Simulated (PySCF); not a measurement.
Compound: C4H7NSSi.
Atom-mapped SMILES: `[SiH3:1][CH2:2][c:3]1[cH:4][n:5][s:6][cH:7]1` (hydrogens: H8, H9, H10 on Si1; H11, H12 on C2; H13 on C4; H14 on C7)

Geometry (PBE0-D3(BJ)/def2-SVP, Å), atoms numbered from 1 in this order:
```xyz
14
C4H7NSSi angstrom
Si     1.983   -0.356    0.652
C      0.649   -0.633   -0.669
C     -0.600    0.133   -0.370
C     -1.649   -0.320    0.491
N     -2.666    0.485    0.678
S     -2.422    1.878   -0.180
C     -0.915    1.394   -0.824
H      1.471   -0.789    1.987
H      3.211   -1.145    0.321
H      2.333    1.095    0.711
H      1.065   -0.342   -1.646
H      0.436   -1.713   -0.725
H     -1.652   -1.295    0.991
H     -0.334    2.028   -1.495
```

Linear response at CAM-B3LYP/def2-SVPD (PySCF, frozen core in the response, non-relativistic).

Static isotropic polarisability: 97.46 au (14.44 Å³), principal values 74.9, 92.4, 125.2 au.

(1) What is the polarisability at 1064 nm and at the sodium D line?

(2) What is the isotropic C6 coefficient between two such molecules, C6 = (3/π)∫α(iω)² dω?

(3) Which effective excitation energy ω̄ makes London's formula C6 = (3/4)α²ω̄ exact here?

(4) How many electrons N does the Slater–Kirkwood formula C6 = (3/4)·√N·α^(3/2) need to give this C6?

(5) What does −C6/R⁶ come to at R = 10 Å between centres?

(6) What molar refraction at the D line follows from R = (4π/3)·N_A·α′, with α′ the polarisability volume?

(7) What three-body coefficient follows from the one-pole estimate C9 = (3/4)·α·C6?

(8) What n − 1 at the D line would an ideal gas of it have at 273.15 K and 1 atm (2.6868 × 10¹⁹ cm⁻³), by n − 1 = 2π·N·α′?

(9) How anisotropic is the static polarisability, by Δα² = ½[(α1 − α2)² + (α2 − α3)² + (α3 − α1)²]?

Answers

(1) 98.54 au at 1064 nm (+1.1 %), 101.17 au at 589.3 nm (+3.8 %). The rise at 589.3 nm is 3.42 times that at 1064 nm; a pure ω² law gives 3.26. The lowest singlet lies at 230 nm, shorter than both wavelengths.

(2) 3478 au (Eh·bohr⁶) by a ten-point quadrature over imaginary frequencies, which is 2080 eV·Å⁶ or 200 J·nm⁶/mol.

(3) ω̄ = 4·C6/(3α²) = 0.488 Eh = 13.3 eV. A one-pole form α(ω) = α/(1 − ω²/ω̄²) fitted to the 1064 nm value gives 11.1 eV.

(4) N = (4·C6/3)²/α³ = 23.2; the species has 68 electrons in all.

(5) -200 J/mol. This is the leading, orientation-averaged term; C8 and higher terms are left out.

(6) α′ = 14.99 Å³ gives R = 37.82 cm³/mol, for isolated, non-vibrating species.

(7) 254000 au. This is an estimate from the two numbers above, not a computed integral.

(8) 25.31 × 10⁻⁴, a formal value whether or not that pressure can be reached.

(9) Δα = 44.2 au, or 0.45 of the isotropic value.

One conformer stands for the species.
